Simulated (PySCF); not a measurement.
A structure optimised at PBE-D3(BJ)/def2-SVP, used in a PySCF frequency run:

```
Si
F 1 1.6103
F 1 1.6103 2 109.22
F 1 1.6103 2 109.22 3 119.40
C 1 1.9200 2 109.72 3 -120.30
F 5 1.3530 1 110.87 2 -60.00
F 5 1.3530 6 108.04 1 121.68
F 5 1.3530 6 108.04 7 116.65
```
Charge 0, spin multiplicity 1.

Problem. Write its SMILES, formula and point group.

Solution. FC(F)(F)[Si](F)(F)F, CF6Si, C3v

Problem. What are its rotational constants (standard atomic weights)?

Solution. 2.2758, 1.2860, 1.2860 GHz
